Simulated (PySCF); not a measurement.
In(Cl) cation (ClIn), SMILES [Cl][In] (connectivity only; charge and spin as stated), charge +1, multiplicity 2.

Coordinates come from a B3LYP-D3(BJ)/def2-TZVP optimisation. The spin state was assumed, not searched. The def2 effective core potentials stand for the cores of In; spin–orbit coupling is left out.

Two levels are set side by side: PBE/def2-TZVPD (PySCF) and M06-2X/def2-TZVPD (PySCF). Same geometry, gas phase. Differences are taken from unrounded values.

| quantity | M06-2X |
|---|---|
| α-spin orbital gap (eV) | 8.57 |
| β-spin orbital gap (eV) | 5.06 |
| mean polarisability (bohr³) | 42.8 |

Q: What does PBE give, and how far is it from M06-2X? (An estimate is asked for; the answer gives what the named calculation found.)

A: 
| quantity | PBE | PBE minus M06-2X |
|---|---|---|
| α-spin orbital gap (eV) | 4.96 | -3.60 |
| β-spin orbital gap (eV) | 0.99 | -4.07 |
| mean polarisability (bohr³) | 42.7 | -0.1 |

Rough cost on one machine, each run with all the roots and properties that it gave: M06-2X against PBE within a factor of 2.
